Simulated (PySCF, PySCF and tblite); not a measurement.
One step of a conformer study of C5H10O2, numbered as in [CH3:1][CH:2]1[O:3][CH2:4][CH2:5][CH2:6][O:7]1: GIAO PBE0/pcSseg-1 NMR shielding, non-relativistic, gas phase in PySCF; conformer with 6-ring chair (all substituents equatorial).

The 6-ring runs over atoms 2–3–4–5–6–7. Of a mirror pair one member is shown.

Input:

```
{"job": {"xc": "PBE0", "basis": "pcSseg-1", "kind": "nmr", "pop": true}, "charge": 0, "multiplicity": 1}
C      2.411747     0.181521     0.014656
C      0.941529     0.113044    -0.290597
O      0.296010     1.145869     0.395525
C     -1.092867     1.147673     0.172906
C     -1.692954    -0.195877     0.555966
C     -0.911535    -1.290373    -0.153170
O      0.466010    -1.144813     0.091210
H      2.945017    -0.616630    -0.518552
H      2.814219     1.158012    -0.285677
H      2.557922     0.050252     1.096001
H      0.748057     0.243722    -1.383015
H     -1.513796     1.971060     0.768079
H     -1.304792     1.363389    -0.896321
H     -1.603682    -0.335335     1.645159
H     -2.761519    -0.239722     0.290510
H     -1.197172    -2.293191     0.196423
H     -1.109193    -1.246570    -1.245757
```

Launched as:

```sh
OMP_NUM_THREADS=1 python ens_run.py task.json out
```

Output (atoms count from 0 there):

```
coarse grid: 13808 points
cycle   1  E = -346.3854423212  dE =  9.934e-01  |g| = 7.514e-01  |ddm| = 3.499e+00
cycle   2  E = -346.2978884395  dE =  8.755e-02  |g| = 1.038e+00  |ddm| = 1.415e+00
cycle   3  E = -346.4893458547  dE = -1.915e-01  |g| = 8.774e-02  |ddm| = 9.123e-01
cycle   4  E = -346.4906335396  dE = -1.288e-03  |g| = 3.280e-02  |ddm| = 7.794e-02
cycle   5  E = -346.4908785836  dE = -2.450e-04  |g| = 5.908e-03  |ddm| = 2.860e-02
cycle   6  E = -346.4908857137  dE = -7.130e-06  |g| = 8.856e-04  |ddm| = 4.995e-03
final grid: 132176 points
cycle   7  E = -346.5554780160  dE = -3.500e-05  |g| = 1.445e-02  |ddm| = 3.206e-02
cycle   8  E = -346.5554407885  dE =  3.723e-05  |g| = 2.058e-02  |ddm| = 2.079e-02
cycle   9  E = -346.5555160802  dE = -7.529e-05  |g| = 1.142e-03  |ddm| = 1.298e-02
cycle  10  E = -346.5555163809  dE = -3.007e-07  |g| = 1.768e-04  |ddm| = 1.254e-03
cycle  11  E = -346.5555163876  dE = -6.673e-09  |g| = 4.663e-05  |ddm| = 2.095e-04
cycle  12  E = -346.5555163880  dE = -4.235e-10  |g| = 1.356e-05  |ddm| = 5.612e-05
converged SCF energy = -346.5555163880

GIAO shielding tensors (ppm)
atom      isotropic    diamagn.    paramagn.     s11        s22        s33       span
  0 C      161.460     245.996     -84.536    143.417    154.778    186.185     42.768
  1 C       84.742     244.441    -159.699     73.080     80.185    100.961     27.881
  2 O      243.056     399.397    -156.341    173.365    249.892    305.911    132.547
  3 C      116.892     244.155    -127.263     94.847    102.127    153.701     58.854
  4 C      156.534     250.073     -93.539    146.270    154.466    168.866     22.596
  5 C      116.861     244.180    -127.320     94.783    102.110    153.689     58.905
  6 O      242.986     399.419    -156.433    173.309    249.712    305.938    132.630
  7 H       30.180      28.097       2.083     26.296     27.916     36.329     10.033
  8 H       30.180      28.086       2.093     26.297     27.910     36.332     10.035
  9 H       29.877      28.860       1.017     26.282     28.516     34.834      8.552
 10 H       27.053      31.620      -4.567     25.155     25.600     30.403      5.248
 11 H       27.299      28.854      -1.555     22.926     26.216     32.754      9.828
 12 H       27.780      30.123      -2.342     23.316     27.124     32.901      9.586
 13 H       29.355      30.208      -0.854     26.233     27.261     34.570      8.337
 14 H       30.528      29.343       1.185     27.168     27.215     37.200     10.032
 15 H       27.298      28.870      -1.572     22.927     26.212     32.755      9.828
 16 H       27.783      30.138      -2.355     23.327     27.124     32.898      9.572
```

It took 31 s on 1 thread of Arm Neoverse V1, shared host (rough), peak memory 0.91 GiB, launched as `OMP_NUM_THREADS=1 python ens_run.py task.json out`.
